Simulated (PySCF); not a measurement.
B(GeH3)(H)2 (BGeH5), SMILES [BH2][GeH3].

Geometry optimised at ωB97X-D3(BJ)/def2-TZVP.

Computed with PySCF with TDA-PBE0/def2-SVPD.

Vertical excitations. Isolated molecule, no solvent. State labels are in the subgroup Cs.

| state | symmetry | energy (eV) | λ (nm) | f | main pairs |
|---|---|---|---|---|---|
| S1 | A' | 4.25 | 292 | 0.006 | HOMO→LUMO 98 % |
| S2 | A" | 5.26 | 236 | 0.002 | HOMO−1→LUMO 87 % |
| S3 | A' | 6.23 | 199 | 0.078 | HOMO−2→LUMO 96 % |
| S4 | A" | 6.25 | 199 | 0.003 | HOMO−3→LUMO 87 % |
| S5 | A' | 7.69 | 161 | 0.011 | HOMO→LUMO+1 99 % |
| S6 | A" | 8.31 | 149 | 0.001 | HOMO→LUMO+3 83 %, HOMO−1→LUMO+1 13 % |
| S7 | A' | 8.33 | 149 | 0.438 | HOMO→LUMO+2 94 % |
| S8 | A' | 8.50 | 146 | 0.004 | HOMO→LUMO+4 95 % |
| S9 | A" | 8.50 | 146 | 0.088 | HOMO−1→LUMO+1 85 % |
| S10 | A' | 8.87 | 140 | 0.171 | HOMO−2→LUMO+1 92 % |
| T1 | A' | 3.33 | 372 | 0 | HOMO→LUMO 99 % |
| T2 | A" | 4.63 | 268 | 0 | HOMO−1→LUMO 62 %, HOMO−3→LUMO 36 % |
| T3 | A' | 5.49 | 226 | 0 | HOMO−2→LUMO 98 % |
| T4 | A" | 5.84 | 212 | 0 | HOMO−3→LUMO 61 %, HOMO−1→LUMO 37 % |
Triplets are in the Tamm–Dancoff approximation.
